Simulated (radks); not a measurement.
The numbers below are computed, except where a source is named.
Spherical jellium clusters: N electrons in a uniform positive sphere of charge N and radius rs N^(1/3), rs = 2.45 bohr. Level of theory: non-relativistic Kohn-Sham, PBE, spin-polarised, spherical densities (a radial shooting solver with Libxc functionals). Levels are named by radial order and angular momentum (1s, 1p, 1d, 2s, ...), and open shells are averaged over m.

N = 18, configuration 1s2 1p6 1d10. This is the lowest configuration that the search found. Occupied and some empty levels:

level  occupation  eigenvalue (eV)  <r> (bohr)
1s              2          -9.2838       3.813
1p              6          -6.8729       4.813
1d             10          -4.1949       5.606
2s              0          -3.7186       5.166
1f              0          -1.3849       6.569
2p              0          -1.1462       7.626

Energy (eV): total -20.5737, kinetic 73.860, external -1592.2, Hartree 771.84, exchange-correlation -97.948, background 823.87.

Electron density:

r (bohr)  n(r) (e/bohr^3)
0.216            0.008623
0.757            0.009162
1.30              0.01032
1.84              0.01205
2.38              0.01415
2.92              0.01622
3.47              0.01771
4.01              0.01806
4.55              0.01692
5.09              0.01435
5.63              0.01086
6.18             0.007288
6.72             0.004379
7.26             0.002434
7.80             0.001290
8.34            0.0006653
8.89            0.0003387
9.43            0.0001714
9.97           0.00008638
10.5           0.00004351
